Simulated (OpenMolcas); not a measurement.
Re6+ (d1) among equal point charges was computed by CASSCF with the d shell active (OpenMolcas, ANO-RCC-VDZP on the metal). Its lowest spin-free states, and all those of the highest spin:

| 2S+1 | Degeneracy | E (cm-1) |
| --- | --- | --- |
| 2 | 2 | 0.0 |
| 2 | 1 | 4092 |
| 2 | 1 | 5113 |
| 2 | 1 | 13864 |

Is the site octahedral, tetrahedral or cube-like, axial, or of lower symmetry?

The states with 2S+1 = 2 have orbital degeneracies 2, 1, 1, 1. There are pairs but no triples, so the site is axial: not cubic, but with a proper or improper axis of order three or more. The run had Re6+ among 6 point charges of -1.7 e arranged as a tetragonal octahedron (D4h), 1.92 Å from the ion, with the axial distance 2.208 Å.

An orbital doublet at a regular site is open to a Jahn-Teller distortion, which this geometry leaves out. Point charges carry no covalency, so the field is a model and not that of real ligands. No measured value stands beside these numbers.
